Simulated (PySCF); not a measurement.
Lowest singlet excitation (eV) of eight silicon and germanium compounds: TDA-PBE beside TDA-LC-ωPBE, computed with PySCF for isolated molecules in the bases named; differences from unrounded values. The eight are the first of their class met in an unordered collection, after screening for sound electronic states; none was chosen by its value. Each molecule has one DFT geometry for both levels.

```csv
molecule,basis,TDA-LC-ωPBE,TDA-PBE,difference
"Si(F)2(NH2)2 (F2H4N2Si), SMILES N[Si](N)(F)F",def2-SVPD,7.79,6.23,-1.56
"C4H10OSi, SMILES C/C=C/OC[SiH3]",def2-SVPD,6.84,4.84,-2.00
"GeH7NSi, SMILES [SiH3][NH][GeH3]",def2-SVPD,6.45,5.12,-1.33
"CH3Cl2NSi2, SMILES Cl[Si]1(Cl)N=C[SiH2]1",def2-SVPD,3.84,3.55,-0.29
"Si(Cl)3(OMe) (CH3Cl3OSi), SMILES [Si](OC)(Cl)(Cl)Cl",def2-SVPD,8.04,5.99,-2.06
"C₂H₁₀Si₄, SMILES [Si@H]1(C=C[SiH2]1)[SiH2][SiH3]",def2-SVPD,5.87,4.64,-1.23
"C2H6GeN2, SMILES [NH2][Ge@H]1[CH]=N[CH2]1",def2-SVPD,4.51,3.99,-0.52
"ClH5OSi2, SMILES O[Si@@H]([SiH3])Cl",def2-SVPD,7.13,5.90,-1.23
```

TDA-PBE lies below TDA-LC-ωPBE in 8 and above it in 0 of the eight; the mean signed difference is -1.28 and the largest -2.06 eV.
